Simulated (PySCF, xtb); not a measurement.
Si(H)(Me)(SH)2 (CH₆S₂Si), SMILES S[SiH](C)S.

GFN2-xTB (xtb) at its own geometry gives an orbital gap of 4.78 eV and a dipole moment of 3.23 D.

Coordinates come from a B3LYP-D3(BJ)/def2-SVP optimisation. One conformer was computed; it need not be the lowest.

Problem. What does PBE/def2-TZVP run with PySCF give? (The exact figures need the calculation; the answer reports its results.)

Solution. gap 5.30 eV (levels -6.12 and -0.81 eV), dipole 1.53 D.
